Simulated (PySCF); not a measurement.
H3ClF2Si2 (SMILES F[Si](F)([SiH3])Cl), singlet, geometry from GFN2-xTB, atoms displaced at random by about 0.08 Å a coordinate; TPSS/STO-3G, gradient run with PySCF.

Here is a job for PySCF.
```python
from pyscf import gto, scf, dft

mol = gto.Mole()
mol.atom = '''
    F    -0.67067139    1.54682961    0.68168243
    Si   -0.15459749    0.19884300    0.16970564
    F    -0.72978463   -0.74337392    1.41665315
    Si    2.01771292   -0.04891800    0.12268992
    Cl   -1.53370948   -0.37010272   -1.31692610
    H     2.47943510   -1.29292668   -0.26375978
    H     2.59761562    0.74523108   -1.04668410
    H     2.68239463    0.42834554    1.43280274
'''
mol.basis = 'sto-3g'
mol.verbose = 4
mol.build()

mf = dft.RKS(mol)
mf.xc = 'tpss'
mf.conv_tol = 1e-4
mf.kernel()
g = mf.nuc_grad_method()
grad = g.kernel()
```

What the program printed (banner, timings and long lists left out):

```
PySCF version 2.14.0

[INPUT] verbose = 4
[INPUT] num. atoms = 8
[INPUT] num. electrons = 66
[INPUT] charge = 0
[INPUT] spin (= nelec alpha-beta = 2S) = 0
[INPUT] symmetry False subgroup None
[INPUT] Mole.unit = angstrom
[INPUT] Symbol           X                Y                Z      unit          X                Y                Z       unit  Magmom
[INPUT]  1 F     -0.670671390000   1.546829610000   0.681682430000 AA   -1.267385246681   2.923084324268   1.288193096628 Bohr   0.0
[INPUT]  2 Si    -0.154597490000   0.198843000000   0.169705640000 AA   -0.292146915645   0.375758811787   0.320697181394 Bohr   0.0
[INPUT]  3 F     -0.729784630000  -0.743373920000   1.416653150000 AA   -1.379093080617  -1.404773116944   2.677086467002 Bohr   0.0
[INPUT]  4 Si     2.017712920000  -0.048918000000   0.122689920000 AA    3.812924816796  -0.092441622561   0.231850347045 Bohr   0.0
[INPUT]  5 Cl    -1.533709480000  -0.370102720000  -1.316926100000 AA   -2.898290871849  -0.699392778757  -2.488629655292 Bohr   0.0
[INPUT]  6 H      2.479435100000  -1.292926680000  -0.263759780000 AA    4.685453282634  -2.443277324343  -0.498433746876 Bohr   0.0
[INPUT]  7 H      2.597615620000   0.745231080000  -1.046684100000 AA    4.908782098692   1.408282640714  -1.977946287937 Bohr   0.0
[INPUT]  8 H      2.682394630000   0.428345540000   1.432802740000 AA    5.068991208704   0.809455757279   2.707604769126 Bohr   0.0

nuclear repulsion = 376.105878533035
number of shells = 24
number of NR pGTOs = 120
number of NR cGTOs = 40
basis = sto-3g
ecp = {}

******** <class 'pyscf.dft.rks.RKS'> ********
method = RKS
initial guess = minao
damping factor = 0
level_shift factor = 0
DIIS = <class 'pyscf.scf.diis.CDIIS'>
diis_start_cycle = 1
diis_space = 8
diis_damp = 0
SCF conv_tol = 0.0001
SCF conv_tol_grad = None
SCF max_cycles = 50
direct_scf = True
direct_scf_tol = 1e-13
XC library pyscf.dft.libxc version 7.1.2
    S. Lehtola, C. Steigemann, M. J. T. Oliveira, and M. A. L. Marques,  SoftwareX 7, 1–5 (2018)
XC functionals = tpss
    J. Tao, J. P. Perdew, V. N. Staroverov, and G. E. Scuseria,  Phys. Rev. Lett. 91, 146401 (2003)
    J. P. Perdew, J. Tao, V. N. Staroverov, and G. E. Scuseria,  J. Chem. Phys. 120, 6898 (2004)
    J. Tao, J. P. Perdew, V. N. Staroverov, and G. E. Scuseria,  Phys. Rev. Lett. 91, 146401 (2003)
    J. P. Perdew, J. Tao, V. N. Staroverov, and G. E. Scuseria,  J. Chem. Phys. 120, 6898 (2004)
radial grids:
    Treutler-Ahlrichs [JCP 102, 346 (1995); DOI:10.1063/1.469408] (M4) radial grids

becke partition: Becke, JCP 88, 2547 (1988); DOI:10.1063/1.454033
pruning grids: <function nwchem_prune>
grids dens level: 3
symmetrized grids: False
atomic radii adjust function: <function treutler_atomic_radii_adjust>
small_rho_cutoff = 0
Set gradient conv threshold to 0.01
Initial guess from minao.
tot grids = 115192
init E= -1225.98931330357
  HOMO = -0.373192361043817  LUMO = -0.0570392693304694  gap/eV = 8.60296
cycle= 1 E= -1226.00804551832  delta_E= -0.0187  |g|= 0.641  |ddm|=  3.2
  HOMO = 0.0156777340598373  LUMO = 0.0440717487104663  gap/eV = 0.77264
cycle= 2 E= -1224.74281687668  delta_E= 1.27  |g|= 2.23  |ddm|=  4.4
  HOMO = -0.135415579578166  LUMO = 0.0667127006792947  gap/eV = 5.50019
cycle= 3 E= -1226.14170163883  delta_E= -1.4  |g|= 0.38  |ddm|= 3.55
  HOMO = -0.0922627142013445  LUMO = 0.0761860759668619  gap/eV = 4.58373
cycle= 4 E= -1226.18686605297  delta_E= -0.0452  |g|= 0.171  |ddm|= 0.893
  HOMO = -0.121601439361692  LUMO = 0.0772289889255237  gap/eV = 5.41045
cycle= 5 E= -1226.19731098144  delta_E= -0.0104  |g|= 0.0406  |ddm|= 0.31
  HOMO = -0.127238634067495  LUMO = 0.0758694743472709  gap/eV = 5.52685
cycle= 6 E= -1226.19807783518  delta_E= -0.000767  |g|= 0.00634  |ddm|= 0.0923
  HOMO = -0.128405240696793  LUMO = 0.0761158020500995  gap/eV = 5.56530
cycle= 7 E= -1226.19809352269  delta_E= -1.57e-05  |g|= 0.00191  |ddm|= 0.0145
  HOMO = -0.128814171322862  LUMO = 0.0761952516616912  gap/eV = 5.57859
Extra cycle  E= -1226.1980928621  delta_E= 6.61e-07  |g|= 0.00227  |ddm|= 0.00866
converged SCF energy = -1226.1980928621

******** <class 'pyscf.grad.rks.Gradients'> for <class 'pyscf.dft.rks.RKS'> ********
unit = Eh/Bohr
grid_response = False
--------------- RKS gradients ---------------
         x                y                z
0 F     0.0253149911    -0.0986364264    -0.0230313818
1 Si     0.0124161132     0.0906949259    -0.0180769950
2 F    -0.0076583360     0.0043790645     0.0027378701
3 Si    -0.0616182377    -0.0618797930     0.0120648384
4 Cl     0.0031887479     0.0036774748     0.0241342258
5 H    -0.0053561442     0.0393691842    -0.0007445514
6 H     0.0138317199     0.0087274556    -0.0300390334
7 H     0.0196295426     0.0134798351     0.0329693044
----------------------------------------------
```
